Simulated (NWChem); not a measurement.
System: Si₂N₂H₈O; SMILES N[SiH](N)O[SiH3]

Parts of the log:

```
             Northwest Computational Chemistry Package (NWChem) 7.3.0
             --------------------------------------------------------

 C1  symmetry detected

                             Geometry "geometry" -> ""
                             -------------------------

 Output coordinates in angstroms (scale by  1.889725989 to convert to a.u.)

  No.       Tag          Charge          X              Y              Z
 ---- ---------------- ---------- -------------- -------------- --------------
    1 N                    7.0000     1.16794650    -1.79104123     0.52833165
    2 Si                  14.0000     0.01832687    -0.96382525    -0.44705078
    3 N                    7.0000    -1.49477555    -1.17624148     0.35729041
    4 O                    8.0000     0.19585009     0.67956626    -0.64046604
    5 Si                  14.0000     0.06781181     2.08186400     0.22438798
    6 H                    1.0000     1.21689205    -1.61995149     1.52564487
    7 H                    1.0000     2.07235633    -2.04144117     0.14861523
    8 H                    1.0000     0.19377288    -1.50901172    -1.81473415
    9 H                    1.0000    -1.76373280    -2.10408544     0.66162735
   10 H                    1.0000    -2.30229227    -0.63939717     0.06504603
   11 H                    1.0000    -1.34952074     2.53159951     0.31082001
   12 H                    1.0000     0.59307324     1.92783252     1.61042876
   13 H                    1.0000     0.85451243     3.13636117    -0.46579493

 Effective nuclear repulsion energy (a.u.)     312.7129365368

  pbe96 is a nonlocal functional; adding pw91lda local functional.

                                 NWChem DFT Module
                                 -----------------

 Summary of "ao basis" -> "ao basis" (spherical)
 ------------------------------------------------------------------------------
       Tag                 Description            Shells   Functions and Types
 ---------------- ------------------------------  ------  ---------------------
 N                           6-31g*                  6       14   3s2p1d
 Si                          6-31g*                  8       18   4s3p1d
 O                           6-31g*                  6       14   3s2p1d
 H                           6-31g*                  2        2   2s

            General Information
            -------------------
          SCF calculation type: DFT
          Wavefunction type:  closed shell.
          No. of atoms     :    13
          No. of electrons :    58
           Alpha electrons :    29
            Beta electrons :    29
          Charge           :     0
          Spin multiplicity:     1
          Use of symmetry is: off; symmetry adaption is: off
          Maximum number of iterations: 150
          AO basis - number of functions:    94
                     number of shells:    50
          Convergence on energy requested:  1.00D-06
          Convergence on density requested:  1.00D-05
          Convergence on gradient requested:  5.00D-04

              XC Information
              --------------
                     Hartree-Fock (Exact) Exchange  1.000
                     LC-wPBE(h)Exchange Functional  1.000
            Perdew 1991 LDA Correlation Functional  1.000 local
           PerdewBurkeErnz. Correlation Functional  1.000 non-local

           Range-Separation Parameters
           ---------------------------
           Alpha           :  0.00
           Beta            :  1.00
           Gamma           :  0.35
           Short-Range HF  :     F

             Grid Information
             ----------------
          Grid used for XC integration:  medium
          Radial quadrature: Mura-Knowles
          Angular quadrature: Lebedev.
          Tag              B.-S. Rad. Rad. Pts. Rad. Cut. Ang. Pts.
          ---              ---------- --------- --------- ---------
          N                   0.65       49          12.0       434
          Si                  1.10       88          11.0       590
          O                   0.60       49          10.0       434
          H                   0.35       45          13.0       434
          Grid pruning is: on
          Number of quadrature shells:   683
          Spatial weights used:  Erf1

      Superposition of Atomic Density Guess
      -------------------------------------

 Sum of atomic energies:        -764.96230408

      Non-variational initial energy
      ------------------------------

 Total energy =    -767.123653
 1-e energy   =   -1677.691953
 2-e energy   =     597.855363
 HOMO         =      -0.346812
 LUMO         =       0.033358

   convergence    iter        energy       DeltaE   RMS-Dens  Diis-err
 ---------------- ----- ----------------- --------- --------- ---------
 d= 0,ls=0.0,diis     1   -768.1362138474 -1.08D+03  9.75D-03  9.97D-01
 d= 0,ls=0.0,diis     2   -768.1744529261 -3.82D-02  4.44D-03  6.87D-01
 d= 0,ls=0.0,diis     3   -768.2365594831 -6.21D-02  1.02D-03  2.59D-02
 d= 0,ls=0.0,diis     4   -768.2387468782 -2.19D-03  3.34D-04  3.35D-03
 d= 0,ls=0.0,diis     5   -768.2390932624 -3.46D-04  1.01D-04  6.87D-05
  Resetting Diis
 d= 0,ls=0.0,diis     6   -768.2391050388 -1.18D-05  2.77D-05  1.80D-06
 d= 0,ls=0.0,diis     7   -768.2391055609 -5.22D-07  7.22D-06  8.10D-08

         Total DFT energy =     -768.239105560890
      One electron energy =    -1683.231696459877
           Coulomb energy =      669.316926626167
    Exchange-Corr. energy =      -67.037272263985
 Nuclear repulsion energy =      312.712936536806

 Numeric. integr. density =       57.999999018179

                       DFT Final Molecular Orbital Analysis
                       ------------------------------------

 Vector   27  Occ=2.000000D+00  E=-4.050676D-01
              MO Center= -6.1D-03,  1.4D+00, -3.0D-01, r^2= 3.3D+00
   Bfn.  Coefficient  Atom+Function         Bfn.  Coefficient  Atom+Function
  ----- ------------  ---------------      ----- ------------  ---------------
    49      0.366108   4 O  px               53      0.290213   4 O  px
    94     -0.253077  13 H  s                51     -0.236330   4 O  pz
    90      0.228299  11 H  s                67     -0.190875   5 Si px
    55     -0.181746   4 O  pz               93     -0.181826  13 H  s
    89      0.165646  11 H  s                69      0.120003   5 Si pz

 Vector   28  Occ=2.000000D+00  E=-3.663172D-01
              MO Center=  3.6D-01, -1.3D+00,  2.7D-01, r^2= 3.2D+00
   Bfn.  Coefficient  Atom+Function         Bfn.  Coefficient  Atom+Function
  ----- ------------  ---------------      ----- ------------  ---------------
     4      0.404150   1 N  py                8      0.344778   1 N  py
    37      0.247641   3 N  pz               41      0.206006   3 N  pz
     3      0.195533   1 N  px                7      0.150418   1 N  px
    84      0.145418   8 H  s                49     -0.133146   4 O  px
    50      0.123785   4 O  py               51     -0.120695   4 O  pz

 Vector   29  Occ=2.000000D+00  E=-3.580003D-01
              MO Center= -6.2D-01, -1.3D+00,  2.7D-01, r^2= 2.7D+00
   Bfn.  Coefficient  Atom+Function         Bfn.  Coefficient  Atom+Function
  ----- ------------  ---------------      ----- ------------  ---------------
    37      0.420256   3 N  pz               41      0.369329   3 N  pz
     4     -0.295532   1 N  py                8     -0.261509   1 N  py
    36      0.207362   3 N  py               84      0.190351   8 H  s
    40      0.183918   3 N  py               83      0.101369   8 H  s
     7     -0.082746   1 N  px               38      0.074986   3 N  s

 Vector   30  Occ=0.000000D+00  E= 1.094363D-01
              MO Center=  1.6D-03,  2.0D+00,  2.8D-01, r^2= 5.0D+00
   Bfn.  Coefficient  Atom+Function         Bfn.  Coefficient  Atom+Function
  ----- ------------  ---------------      ----- ------------  ---------------
    72      1.020861   5 Si py               52      0.654145   4 O  s
    73      0.501983   5 Si pz               38      0.274266   3 N  s
    94     -0.254189  13 H  s                68      0.235541   5 Si py
    90     -0.207467  11 H  s                92     -0.179379  12 H  s
    86     -0.176709   9 H  s                88     -0.169079  10 H  s

 Vector   31  Occ=0.000000D+00  E= 1.590832D-01
              MO Center= -3.6D-01, -4.7D-01, -4.7D-01, r^2= 6.6D+00
   Bfn.  Coefficient  Atom+Function         Bfn.  Coefficient  Atom+Function
  ----- ------------  ---------------      ----- ------------  ---------------
    25      1.029955   2 Si px               38      0.925083   3 N  s
     6     -0.531559   1 N  s                73     -0.517595   5 Si pz
    92      0.493825  12 H  s                88     -0.279656  10 H  s
    90     -0.264112  11 H  s                86     -0.258778   9 H  s
    72      0.254416   5 Si py               71     -0.246806   5 Si px

 Vector   32  Occ=0.000000D+00  E= 1.610884D-01
              MO Center=  3.3D-01, -1.1D+00,  2.4D-01, r^2= 6.8D+00
   Bfn.  Coefficient  Atom+Function         Bfn.  Coefficient  Atom+Function
  ----- ------------  ---------------      ----- ------------  ---------------
     6      1.198961   1 N  s                26      0.728168   2 Si py
    38      0.546333   3 N  s                80     -0.500948   6 H  s
    82     -0.436597   7 H  s                24     -0.431203   2 Si s
    88     -0.429646  10 H  s                71      0.409652   5 Si px
    94     -0.365396  13 H  s                70     -0.357865   5 Si s

     Multipole analysis of the density
     ---------------------------------

     L   x y z        total         alpha         beta         nuclear
     -   - - -        -----         -----         ----         -------
     0   0 0 0     -0.000000    -29.000000    -29.000000     58.000000

[...]
```

Level: LC-wPBE (HJS exchange hole, range parameter 0.35 per bohr)/6-31G* (spherical d), vertical spin-unrestricted ions. All runs use the structure optimised with B3LYP/6-31G* (spherical d).

Question: Which NWChem input produces such a log?

Answer: One answer among several that fit: the input that was run:
```
start job
memory heap 200 mb stack 900 mb global 1100 mb
geometry units angstroms noautoz
  N      1.130409    -1.789382     0.570695
  Si     0.065194    -0.962724    -0.496655
  N     -1.510411    -1.184305     0.174117
  O      0.251683     0.682118    -0.668050
  Si     0.043987     2.080393     0.187809
  H      1.092902    -1.622140     1.569156
  H      2.065110    -2.034707     0.269047
  H      0.359619    -1.501681    -1.846250
  H     -1.800545    -2.114417     0.450825
  H     -2.292153    -0.649442    -0.184342
  H     -1.377430     2.524233     0.153988
  H      0.449071     1.922807     1.613224
  H      0.882511     3.140741    -0.428433
end
basis spherical
  * library 6-31g*
end
dft
  xc xwpbe 1.00 cpbe96 1.0 hfexch 1.00
  cam 0.35 cam_alpha 0.0 cam_beta 1.0
  iterations 150
  vectors input atomic output neutral.movecs
end
task dft energy
charge 1
dft
  odft
  mult 2
  vectors input atomic output cation.movecs
end
task dft energy
```
